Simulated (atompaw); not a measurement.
## Before and after: PAW (atompaw) potential for Se (Z = 34)

selenium, PAW, made with atompaw 4.2.0.5 (PBE, scalar-relativistic). Core [Ar] 3d10, reference 4s2 4p2 (charge +2). Waves: 4s (bound): rc 1.45 bohr; 4s channel at -2.15 Ry: rc 1.45 bohr; 4p (bound): rc 1.45 bohr; 4p channel at -0.2 Ry: rc 1.45 bohr; 4d channel at -0.15 Ry: rc 1.45 bohr; 4d channel at 1.2 Ry: rc 1.45 bohr. Local part: troulliermartins scheme with l = 3 at 0 Ry, radius 1.40 bohr. Core correction: smooth core density matched at 1.30 bohr. Augmentation charge: besselshape compensation charge, radius 1.15 bohr; PAW radius 1.45 bohr; waves and projectors: custom polynom2 7 10 vanderbiltortho.

Change: local potential vpsmatchnc scheme with l = 3 at 0 Ry, radius 1.40 bohr.

Cutoffs: the cutoffs (Ry, on a coarse ladder) from which the occupation-weighted sum of valence levels, in a spherical-Bessel basis at the reference potential, stays within 10 and 1 mRy of its value at 400 Ry; they do not see the model core or the augmentation charge, which bear on the density cutoff.

What does the change do?

The potential gets softer (21 Ry and 30 Ry → 21 Ry and 25 Ry); both files keep a bound ghost (d, p, s).

```tsv
quantity	base	changed
cutoff, loose	21 Ry	21 Ry
cutoff, tight	30 Ry	25 Ry
loose cutoff by channel (10 mRy a level)	s 21 Ry, p 8 Ry	s 18 Ry, p 8 Ry
bound ghosts	s, p, d	s, p, d
s: phases at 1.45 bohr within 0.05 rad from the reference energy up to (Ry; the scan ends near 5)	to the end of the scan	to the end of the scan
p: phases at 1.45 bohr within 0.05 rad from the reference energy up to (Ry; the scan ends near 5)	to the end of the scan	to the end of the scan
d: phases at 1.45 bohr within 0.05 rad from the reference energy up to (Ry; the scan ends near 5)	to the end of the scan	to the end of the scan
lowest overlap eigenvalue by channel	s 0.07, p 0.32, d 0.93	s 0.04, p 0.28, d 0.93
```

 A true bound ghost makes a file unfit for plane-wave use even where its test errors are small: the radial tests pick states by their node count and pass the ghost by. The cutoffs see the waves, projectors and local potential, not the compensation charge or the core.
